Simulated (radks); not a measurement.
Question: S II, configuration [He] 2s2 2p5.75 3s2 3p3 3d0.25 (fractional occupations, a model configuration). Calculated with a radial shooting solver on a logarithmic mesh with Libxc functionals: Dirac Kohn-Sham, LDA (Slater exchange, Perdew-Wang correlation), spin-unpolarised, spherical densities, point nucleus; open shells fill j = l - 1/2 first. Some entries of the table are withheld. Estimate them.

| orbital | occ. | eigenvalue (eV) | <r> (bohr) |
|---|---|---|---|
| 1s1/2 | 2 | -2418.941 | (1) |
| 2s1/2 | 2 | -228.9586 | (2) |
| 2p1/2 | 2 | -176.0018 | (3) |
| 2p3/2 | 3.75 | -174.7186 | (4) |
| 3s1/2 | 2 | -29.1225 | 1.604 |
| 3p1/2 | 2 | (5) | 1.833 |
| 3p3/2 | 1 | (6) | 1.841 |
| 3d3/2 | 0.25 | (7) | (8) |
| 3d5/2 | 0 | (9) | (10) |

Answer: 
(1) 1s1/2 <r> (bohr): 0.09714
(2) 2s1/2 <r> (bohr): 0.4780
(3) 2p1/2 <r> (bohr): 0.4376
(4) 2p3/2 <r> (bohr): 0.4398
(5) 3p1/2 eigenvalue (eV): -18.1937
(6) 3p3/2 eigenvalue (eV): -18.0843
(7) 3d3/2 eigenvalue (eV): -4.6576
(8) 3d3/2 <r> (bohr): 3.229
(9) 3d5/2 eigenvalue (eV): -4.6548
(10) 3d5/2 <r> (bohr): 3.231
